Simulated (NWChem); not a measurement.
# CH₄Sn, singlet; SMILES [CH3][SnH]

All runs: NWChem. Low-valent species are run as closed-shell singlets; no triplet was tried in these runs. def2 effective core potentials on Sn; no spin-orbit coupling. Each level has its own optimisation; frequencies are unscaled.

| level | r H–Sn (Å) | r C–Sn (Å) | highest harmonic frequency (cm⁻¹) | lowest (cm⁻¹) | zero-point energy (kcal/mol) |
|---|---|---|---|---|---|
| BLYP/def2-SVP (core potentials) | 1.817 | 2.252 | 3059 | 126 | 24.1 |
| Hartree-Fock/3-21G (all-electron, non-relativistic) | 1.800 | 2.207 | 3268 | 134 | 27.0 |
| PBE-D3(BJ)/def2-SVP (core potentials) | 1.807 | 2.225 | 3095 | 127 | 24.2 |
